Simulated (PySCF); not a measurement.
Correlation energy of Ag (silver, neutral)

[Kr] 4d10 5s1, 2S determinant. All numbers are calculated (PySCF 2.14, scalar relativity through the core potential, in def2-SVP with the def2 core potential (28 electrons) (5s3p2d1f, 31 functions)). Frozen: 4s2 4p6; 11 electrons correlated.

MP2 pair energies summed by pair of shells (mhartree):

| pair | energy | share (%) |
| --- | --- | --- |
| 4d-4d | -208.31 | 90.4 |
| 4d-5s | -22.02 | 9.6 |

Total MP2 correlation energy: -230.33 mhartree.

Same-spin part -88.80 and opposite-spin part -141.53 mhartree; SCS-MP2 scales them by 1/3 and 6/5 to -199.43 mhartree.

| level | correlation energy (mhartree) |
| --- | --- |
| CCSD | -222.98 |
| (T) | -5.35 |
| CCSD(T) | -228.33 |

Diagnostics: T1 = 0.012, D1 = 0.0503, largest double amplitude 0.023.

Cost of the coupled-cluster step: 0.31 s of wall time on 1 thread of Intel(R) Xeon(R) 6975P-C (shared host), for 11 correlated electrons.
